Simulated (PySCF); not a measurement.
Computed with PBE-D3(BJ)/def2-TZVP // PBE0-D3(BJ)/def2-SVP run with PySCF. Isolated molecules, 0 K electronic values unless said otherwise. One relaxed conformer stands for a flexible species; it need not be the lowest. Excitations are Tamm–Dancoff values on a coarser integration grid. The basis has no diffuse functions, so Rydberg states are missing or too high.

Reference species (SMILES): `c1(C(=C)F)ccc([SiH3])cc1` (F–C–C–C torsion 5°) (neutral, multiplicity 1).

| Property | Result |
|---|---|
| LUMO | -2.37 eV |
| T1 excitation (TDA) | 3.03 eV |
| HOMO | -5.88 eV |
| HOMO–LUMO gap | 3.51 eV |

Changed species: `C=Cc1ccc([SiH3])cc1F` (C–C–C–C torsion 0°).

Q: Predict the effect on the LUMO, T1 excitation (TDA), HOMO and HOMO–LUMO gap.

A: the LUMO decreases by 0.06 eV, to -2.43 eV; the T1 excitation (TDA) decreases by 0.06 eV, to 2.97 eV; the HOMO stays essentially unchanged; the HOMO–LUMO gap falls by 0.07 eV, to 3.44 eV.
